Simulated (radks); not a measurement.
Values are calculated unless marked as measured or tabulated.
Gd XXXIII, configuration [Ar] 3d10 4s2 4p2 (the NIST ground configuration).

Level of theory: scalar-relativistic Kohn-Sham, exchange-only r2SCAN, spin-polarised, spherical densities, finite nucleus; open shells are filled with parallel spins first (spin-orbit coupling, left out, can overturn this in heavy ions); meta-GGA in the generalised Kohn-Sham scheme; Fermi nuclear charge, rms radius 5.1569 fm (a radial shooting solver on a logarithmic mesh with Libxc functionals).

Energy parts (hartree):
| part | energy |
|---|---|
| total | -10712.1269 |
| kinetic | 11542.6651 |
| electron-nucleus | -24590.3748 |
| Hartree | 2538.1327 |
| exchange | -202.5500 |

Orbitals (lengths in bohr, moments of r in powers of bohr; r(90%) holds 90 % of the orbital's charge):
orbital,occ.,eigenvalue (hartree),<1/r>,r(90%)
1s up,1,-1889.163,71.64,0.0396
1s down,1,-1889.076,71.65,0.0396
2s up,1,-349.8808,16.66,0.144
2s down,1,-349.8606,16.66,0.144
2p up,3,-316.2981,15.54,0.134
2p down,3,-316.2389,15.54,0.134
3s up,1,-110.4568,6.210,0.352
3s down,1,-110.4050,6.207,0.352
3p up,3,-99.95585,5.842,0.356
3p down,3,-99.88558,5.842,0.356
3d up,5,-86.39197,5.543,0.335
3d down,5,-86.31696,5.544,0.334
4s up,1,-50.83139,2.944,0.695
4s down,1,-50.33729,2.947,0.696
4p up,2,-46.88128,2.793,0.717
4p down,0,-46.39756,2.795,0.718

The highest occupied level is 4p up at -1275.7 eV. Summed over all electrons, <r^2> = 2.262 bohr^2, which gives a Langevin (diamagnetic) susceptibility term of -1.79 x 10^-6 cm^3/mol. The electron density at the nucleus is 6.593e+05 e/bohr^3 (large components only). For comparison, the ionisation energy in NIST's Atomic Spectra Database is 1321 eV (theoretical). In exact Kohn-Sham theory the highest level is minus the ionisation energy, but local and semilocal functionals leave it too shallow, through self-interaction and a potential that decays too fast; potentials with the right tail come closer. The density falls to 0.001 e/bohr^3 at r = 1.18 bohr.
